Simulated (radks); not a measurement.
All-electron atom: Ag4+ in [Kr] 4d7. All-electron calculation, scalar-relativistic Kohn-Sham, MS2 meta-GGA, spin-polarised, spherical densities, finite nucleus; open shells are filled with parallel spins first (spin-orbit coupling, left out, can overturn this in heavy ions); meta-GGA in the generalised Kohn-Sham scheme; Fermi nuclear charge, rms radius 4.5454 fm. Program: a radial shooting solver on a logarithmic mesh with Libxc functionals.

Local quantities along the radius. ELF = 1/(1 + alpha^2) is the electron localisation function; alpha = (tau - tau_W)/tau_unif compares the Pauli kinetic energy density with that of the uniform gas (summed over spins); 4 pi r^2 rho is in e/bohr; r v_xc is r times the local exchange-correlation potential of spin up (hartree bohr, multiplicative part alone). tau is taken from the large components.

r (bohr)	ELF	alpha	4 pi r^2 rho	r v_xc
0.002148	0.999	0.02347	4.707	-0.1212
0.002481	0.999	0.02418	5.979	-0.1351
0.002842	0.999	0.02508	7.461	-0.1499
0.003256	0.999	0.02625	9.264	-0.1664
0.003761	0.999	0.02785	11.58	-0.1861
0.004309	0.999	0.02978	14.20	-0.2067
0.004976	0.999	0.03242	17.48	-0.2310
0.005701	0.999	0.03562	21.08	-0.2562
0.006584	0.998	0.04002	25.42	-0.2856
0.007543	0.998	0.04547	30.00	-0.3159
0.008642	0.997	0.05269	34.95	-0.3489
0.009981	0.996	0.06306	40.42	-0.3869
0.01143	0.994	0.07664	45.59	-0.4263
0.01321	0.991	0.09705	50.72	-0.4725
0.01513	0.985	0.1251	54.90	-0.5219
0.01747	0.972	0.1694	58.19	-0.5822
0.02002	0.948	0.2332	59.92	-0.6445
0.02293	0.901	0.3307	60.14	-0.6865
0.02649	0.806	0.4901	58.80	-0.5649
0.03035	0.662	0.7139	56.48	-0.2733
0.03505	0.487	1.026	53.73	-0.5407
0.04015	0.364	1.323	51.90	-0.5617
0.04637	0.312	1.484	51.92	-0.5713
0.05312	0.341	1.391	54.50	-0.6021
0.06086	0.438	1.132	59.54	-0.6432
0.07029	0.582	0.8483	66.45	-0.7914
0.08053	0.696	0.6614	72.54	-0.9823
0.093	0.757	0.5664	76.05	-1.039
0.1066	0.754	0.5711	74.93	-1.015
0.1231	0.673	0.6972	68.99	-0.8066
0.141	0.515	0.9699	60.91	-0.8677
0.1615	0.357	1.342	53.79	-0.8972
0.1865	0.302	1.520	50.61	-0.9023
0.2137	0.384	1.267	52.67	-0.9632
0.2468	0.565	0.8772	57.82	-1.122
0.2828	0.709	0.6409	61.10	-1.407
0.3266	0.772	0.5432	58.62	-1.453
0.3741	0.754	0.5718	49.76	-1.309
0.4286	0.625	0.7741	37.30	-0.8862
0.495	0.351	1.359	25.21	-1.037
0.5672	0.188	2.075	18.40	-0.9135
0.655	0.248	1.741	16.56	-0.9954
0.7504	0.510	0.9800	17.60	-1.127
0.8667	0.731	0.6061	18.40	-1.488
0.9929	0.779	0.5332	17.09	-1.502
1.138	0.747	0.5823	13.84	-1.371
1.314	0.644	0.7434	9.566	-1.021
1.505	0.486	1.028	5.934	-1.002
1.738	0.293	1.553	3.148	-0.8866
1.991	0.144	2.434	1.530	-0.6802
2.3	0.054	4.191	0.6193	-0.5513
2.635	0.017	7.604	0.2260	-0.4668
3.019	0.004	15.41	0.06879	-0.3720
3.486	0.001	38.10	0.01535	-0.2541
3.994	0.000	107.4	0.002843	-0.1547
4.613	0.000	402.7	0.0003422	-0.08003

On this mesh the ELF has minima near r = 0.046, 0.19, 0.57 bohr, which separate the shells, and maxima near 0.093 (0.76), 0.33 (0.77), 0.99 (0.78).
